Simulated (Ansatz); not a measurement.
PBE exchange is replaced step by step with exact exchange (0 % is PBE, 25 % PBE0; no dispersion term), basis def2-TZVP, Ansatz. System: Ni2Pt (the lowest singlet isomer of a short search). Total charge 0; singlet. Geometry: PBE-D4/def2-TZVP.

Geometry of the singlet:

```xyz
3

Pt   -0.671    1.182   -0.070
Ni    0.064   -0.682    1.111
Ni    0.608   -0.500   -1.041
```

In the def2 sets Pt takes a core potential; there is no spin–orbit coupling. At PBE-D4/def2-TZVP, PBE0-D4/def2-TZVP the restricted singlet is unstable: a solution with broken spin symmetry lies lower. At PBE-D4/def2-TZVP an occupied level of the charge 0 singlet lies above an empty one (by up to 0.37 eV), so this SCF solution is probably not the lowest. The restricted singlet is unstable towards broken spin symmetry at other levels; at PBE with 5 % exact exchange/def2-TZVP, PBE with 10 % exact exchange/def2-TZVP, PBE with 15 % exact exchange/def2-TZVP, PBE with 35 % exact exchange/def2-TZVP and others this wasn't settled. The geometry of the singlet was relaxed on an unsound state (an occupied level 0.37 eV above an empty one). At PBE0-D4/def2-TZVP a triplet of charge 0 lies 1.37 eV below the restricted singlet, each at its own geometry. The structure comes from a short search, and lower isomers may exist.

```json
{"exact exchange (%)": "0", "HOMO (eV)": "-3.76", "LUMO (eV)": "-4.13", "gap (eV)": "-0.37"}
{"exact exchange (%)": "5", "HOMO (eV)": "-4.10", "LUMO (eV)": "-3.83", "gap (eV)": "0.27"}
{"exact exchange (%)": "10", "HOMO (eV)": "-4.45", "LUMO (eV)": "-3.53", "gap (eV)": "0.92"}
{"exact exchange (%)": "25", "HOMO (eV)": "-5.15", "LUMO (eV)": "-2.64", "gap (eV)": "2.51"}
{"exact exchange (%)": "35", "HOMO (eV)": "-5.54", "LUMO (eV)": "-2.04", "gap (eV)": "3.50"}
{"exact exchange (%)": "50", "HOMO (eV)": "-6.03", "LUMO (eV)": "-1.22", "gap (eV)": "4.81"}
```

Q: Estimate the row for 15 %.

A: 
```json
{"exact exchange (%)": "15", "HOMO (eV)": "-4.69", "LUMO (eV)": "-3.23", "gap (eV)": "1.46"}
```
